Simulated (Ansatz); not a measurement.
PBE exchange is replaced step by step with exact exchange (0 % is PBE, 25 % PBE0; no dispersion term), basis def2-TZVPD, Ansatz. System: the cluster HfSi₃⁻. Charge -1, multiplicity 2. Geometry: PBE-D4/def2-SVPD, each spin state at its own.

Left out: 25, 35, 50 %, where a state is spin-contaminated, unstable or flagged.

The relaxed quartet has other bonds than the doublet, so its gap is one between isomers.

Geometry of the doublet:

```tsv
atom	x (Å)	y (Å)	z (Å)
Hf1	0.565	-0.735	-1.179
Si2	-0.992	-0.888	0.794
Si3	1.117	0.307	1.041
Si4	-0.690	1.316	-0.656
```

In the def2 sets Hf takes a core potential; there is no spin–orbit coupling. At PBE-D4/def2-TZVPD, PBE with 5 % exact exchange/def2-TZVPD, PBE with 10 % exact exchange/def2-TZVPD, PBE with 15 % exact exchange/def2-TZVPD the charge -1 doublet is spin-contaminated (final ⟨S²⟩ up to 0.99, 0.75 for a pure state). At PBE-D4/def2-TZVPD, PBE with 5 % exact exchange/def2-TZVPD, PBE with 10 % exact exchange/def2-TZVPD the highest occupied level of the charge -1 doublet lies above zero (up to 0.39 eV). By energy differences its removal costs 1.68 eV (vertical, to the charge 0 triplet, at PBE-D4/def2-TZVPD); a positive level beside a positive removal energy at the same level points to self-interaction error. At PBE-D4/def2-TZVPD, PBE with 5 % exact exchange/def2-TZVPD, PBE with 10 % exact exchange/def2-TZVPD the highest occupied level of the charge -1 quartet lies above zero (up to 0.29 eV). It is a level of α spin, whose loss leaves a triplet; that state wasn't run at this geometry and level. The electron is either unbound and held by the finite basis, or the level is raised by self-interaction error. The structure comes from a short search, and lower isomers may exist.

HOMO and LUMO are taken over both spins.

```
exact exchange (%)  HOMO (eV)  LUMO (eV)  gap (eV)   ⟨S²⟩  quartet − doublet (kJ/mol)
                 0       0.39       0.83      0.44  0.857                        14.4
                 5       0.22       0.99      0.77  0.902                        11.3
                15      -0.15       1.15      1.31  0.993                         5.5
```

Q: Estimate the row for 10 %.

A: 
```json
{"exact exchange (%)": "10", "HOMO (eV)": "0.03", "LUMO (eV)": "1.07", "gap (eV)": "1.04", "⟨S²⟩": "0.947", "quartet − doublet (kJ/mol)": "8.4"}
```
